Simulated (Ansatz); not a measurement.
One change: `[NH]=[Nb]([NH2])([OH])[F]` becomes `[NH]=[Nb]([NH2])([F])[F]`.

Ansatz, PBE0-D4/def2-TZVP geometries, multiplicity 1. Each molecule was computed in one conformer, which needn't be the lowest.

Elements past krypton have def2 core potentials.

| property | `[NH]=[Nb]([NH2])([OH])[F]` |
| --- | --- |
| zero-point energy (PBE0-D4/def2-TZVP) / kJ/mol | 143.4 |
| HOMO–LUMO gap (PBE0/def2-TZVPP) / eV | 7.15 |
| LUMO energy (PBE0/def2-TZVPP) / eV | -0.70 |
| size of the dipole moment (PBE/def2-TZVPP) / D | 2.43 |
| HOMO energy (PBE0/def2-TZVPP) / eV | -7.85 |
| ideal-gas entropy at 298 K and 1 bar (rigid rotor, harmonic PBE0-D4/def2-TZVP) / J/(mol·K) | 354 |

Problem. Give the same properties after the change, and the shifts. (Estimate.)

Solution. Computed: 
```tsv
property	`[NH]=[Nb]([NH2])([F])[F]`	shift
zero-point energy (PBE0-D4/def2-TZVP) / kJ/mol	114.6	-28.8
HOMO–LUMO gap (PBE0/def2-TZVPP) / eV	7.04	-0.11
LUMO energy (PBE0/def2-TZVPP) / eV	-1.17	-0.47
size of the dipole moment (PBE/def2-TZVPP) / D	2.45	0.02
HOMO energy (PBE0/def2-TZVPP) / eV	-8.21	-0.36
ideal-gas entropy at 298 K and 1 bar (rigid rotor, harmonic PBE0-D4/def2-TZVP) / J/(mol·K)	347	-7
```

With PBE0 the HOMO falls by 0.36 eV and the LUMO falls by 0.47 eV, so the gap narrows by about 0.11 eV. PBE moves the HOMO by -0.34 eV and ωB97M-V by -0.35 eV. The zero-point energy changes by -28.8 kJ/mol with -3 modes. Dipoles are sizes alone; their direction can turn.
